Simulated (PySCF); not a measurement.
methyl(methylsilylmethoxy)silane (C3H12OSi2), SMILES C[SiH2]CO[SiH2]C.

Coordinates come from a B3LYP-D3(BJ)/def2-SVP optimisation. Other conformers were not sampled.

Level of theory: B3LYP-D3(BJ)/def2-SVP (PySCF).

Frequencies are harmonic and unscaled.

### Question
Estimate the vibrational spectrum. (The exact figures need the calculation; the answer reports its results.)

### Answer

```json
[
 {"mode": "1", "ν (cm⁻¹)": "23", "IR (km/mol)": "0.5", "moving atoms (share of kinetic energy)": "C 48 %, H 25 %, O 20 %"},
 {"mode": "2", "ν (cm⁻¹)": "50", "IR (km/mol)": "0.5", "moving atoms (share of kinetic energy)": "C 45 %, H 33 %, Si 12 %, O 10 %"},
 {"mode": "3", "ν (cm⁻¹)": "100", "IR (km/mol)": "1.6", "moving atoms (share of kinetic energy)": "C 46 %, H 30 %, O 13 %, Si 11 %"},
 {"mode": "4", "ν (cm⁻¹)": "113", "IR (km/mol)": "0.2", "moving atoms (share of kinetic energy)": "H 54 %, C 20 %, O 15 %, Si 12 %"},
 {"mode": "5", "ν (cm⁻¹)": "151", "IR (km/mol)": "0.3", "moving atoms (share of kinetic energy)": "H 87 %"},
 {"mode": "6", "ν (cm⁻¹)": "170", "IR (km/mol)": "0.0", "moving atoms (share of kinetic energy)": "H 76 %, C 10 %, Si 9 %"},
 {"mode": "7", "ν (cm⁻¹)": "196", "IR (km/mol)": "2.2", "moving atoms (share of kinetic energy)": "H 43 %, O 24 %, C 18 %, Si 14 %"},
 {"mode": "8", "ν (cm⁻¹)": "242", "IR (km/mol)": "5.9", "moving atoms (share of kinetic energy)": "H 28 %, C 27 %, Si 27 %, O 17 %"},
 {"mode": "9", "ν (cm⁻¹)": "290", "IR (km/mol)": "3.9", "moving atoms (share of kinetic energy)": "Si 43 %, H 26 %, O 25 %"},
 {"mode": "10", "ν (cm⁻¹)": "486", "IR (km/mol)": "8.8", "moving atoms (share of kinetic energy)": "H 84 %, Si 14 %"},
 {"mode": "11", "ν (cm⁻¹)": "503", "IR (km/mol)": "16.8", "moving atoms (share of kinetic energy)": "H 92 %"},
 {"mode": "12", "ν (cm⁻¹)": "590", "IR (km/mol)": "2.2", "moving atoms (share of kinetic energy)": "H 77 %, C 11 %, Si 9 %"},
 {"mode": "13", "ν (cm⁻¹)": "640", "IR (km/mol)": "12.5", "moving atoms (share of kinetic energy)": "H 69 %, C 23 %"},
 {"mode": "14", "ν (cm⁻¹)": "666", "IR (km/mol)": "5.0", "moving atoms (share of kinetic energy)": "C 46 %, H 35 %, Si 13 %"},
 {"mode": "15", "ν (cm⁻¹)": "684", "IR (km/mol)": "1.8", "moving atoms (share of kinetic energy)": "C 43 %, H 40 %, Si 16 %"},
 {"mode": "16", "ν (cm⁻¹)": "740", "IR (km/mol)": "56.1", "moving atoms (share of kinetic energy)": "H 77 %, Si 11 %, C 9 %"},
 {"mode": "17", "ν (cm⁻¹)": "752", "IR (km/mol)": "75.5", "moving atoms (share of kinetic energy)": "H 52 %, C 26 %, Si 20 %"},
 {"mode": "18", "ν (cm⁻¹)": "762", "IR (km/mol)": "4.1", "moving atoms (share of kinetic energy)": "H 49 %, C 29 %, Si 19 %"},
 {"mode": "19", "ν (cm⁻¹)": "805", "IR (km/mol)": "37.9", "moving atoms (share of kinetic energy)": "O 34 %, H 28 %, C 21 %, Si 18 %"},
 {"mode": "20", "ν (cm⁻¹)": "855", "IR (km/mol)": "12.8", "moving atoms (share of kinetic energy)": "H 64 %, C 26 %"},
 {"mode": "21", "ν (cm⁻¹)": "884", "IR (km/mol)": "36.8", "moving atoms (share of kinetic energy)": "H 78 %, C 17 %"},
 {"mode": "22", "ν (cm⁻¹)": "887", "IR (km/mol)": "33.1", "moving atoms (share of kinetic energy)": "H 78 %, C 17 %"},
 {"mode": "23", "ν (cm⁻¹)": "910", "IR (km/mol)": "477.5", "moving atoms (share of kinetic energy)": "H 75 %, Si 15 %, C 9 %"},
 {"mode": "24", "ν (cm⁻¹)": "946", "IR (km/mol)": "151.1", "moving atoms (share of kinetic energy)": "H 83 %, Si 12 %"},
 {"mode": "25", "ν (cm⁻¹)": "956", "IR (km/mol)": "227.5", "moving atoms (share of kinetic energy)": "H 94 %"},
 {"mode": "26", "ν (cm⁻¹)": "961", "IR (km/mol)": "41.5", "moving atoms (share of kinetic energy)": "H 87 %, Si 10 %"},
 {"mode": "27", "ν (cm⁻¹)": "1122", "IR (km/mol)": "212.3", "moving atoms (share of kinetic energy)": "O 57 %, C 34 %"},
 {"mode": "28", "ν (cm⁻¹)": "1240", "IR (km/mol)": "5.5", "moving atoms (share of kinetic energy)": "H 91 %"},
 {"mode": "29", "ν (cm⁻¹)": "1267", "IR (km/mol)": "23.5", "moving atoms (share of kinetic energy)": "H 79 %, C 21 %"},
 {"mode": "30", "ν (cm⁻¹)": "1270", "IR (km/mol)": "29.2", "moving atoms (share of kinetic energy)": "H 78 %, C 22 %"},
 {"mode": "31", "ν (cm⁻¹)": "1300", "IR (km/mol)": "4.4", "moving atoms (share of kinetic energy)": "H 73 %, C 25 %"},
 {"mode": "32", "ν (cm⁻¹)": "1431", "IR (km/mol)": "3.1", "moving atoms (share of kinetic energy)": "H 96 %"},
 {"mode": "33", "ν (cm⁻¹)": "1433", "IR (km/mol)": "4.5", "moving atoms (share of kinetic energy)": "H 96 %"},
 {"mode": "34", "ν (cm⁻¹)": "1436", "IR (km/mol)": "1.5", "moving atoms (share of kinetic energy)": "H 96 %"},
 {"mode": "35", "ν (cm⁻¹)": "1440", "IR (km/mol)": "2.6", "moving atoms (share of kinetic energy)": "H 96 %"},
 {"mode": "36", "ν (cm⁻¹)": "1460", "IR (km/mol)": "12.5", "moving atoms (share of kinetic energy)": "H 94 %"},
 {"mode": "37", "ν (cm⁻¹)": "2188", "IR (km/mol)": "137.7", "moving atoms (share of kinetic energy)": "H 97 %"},
 {"mode": "38", "ν (cm⁻¹)": "2196", "IR (km/mol)": "156.2", "moving atoms (share of kinetic energy)": "H 97 %"},
 {"mode": "39", "ν (cm⁻¹)": "2216", "IR (km/mol)": "120.6", "moving atoms (share of kinetic energy)": "H 97 %"},
 {"mode": "40", "ν (cm⁻¹)": "2247", "IR (km/mol)": "127.7", "moving atoms (share of kinetic energy)": "H 97 %"},
 {"mode": "41", "ν (cm⁻¹)": "2967", "IR (km/mol)": "33.0", "moving atoms (share of kinetic energy)": "H 95 %"},
 {"mode": "42", "ν (cm⁻¹)": "3016", "IR (km/mol)": "26.9", "moving atoms (share of kinetic energy)": "H 90 %, C 10 %"},
 {"mode": "43", "ν (cm⁻¹)": "3028", "IR (km/mol)": "3.3", "moving atoms (share of kinetic energy)": "H 97 %"},
 {"mode": "44", "ν (cm⁻¹)": "3033", "IR (km/mol)": "4.6", "moving atoms (share of kinetic energy)": "H 97 %"},
 {"mode": "45", "ν (cm⁻¹)": "3117", "IR (km/mol)": "6.9", "moving atoms (share of kinetic energy)": "H 91 %, C 9 %"},
 {"mode": "46", "ν (cm⁻¹)": "3124", "IR (km/mol)": "5.8", "moving atoms (share of kinetic energy)": "H 91 %, C 9 %"},
 {"mode": "47", "ν (cm⁻¹)": "3125", "IR (km/mol)": "4.8", "moving atoms (share of kinetic energy)": "H 91 %, C 9 %"},
 {"mode": "48", "ν (cm⁻¹)": "3133", "IR (km/mol)": "3.7", "moving atoms (share of kinetic energy)": "H 91 %, C 9 %"}
]
```
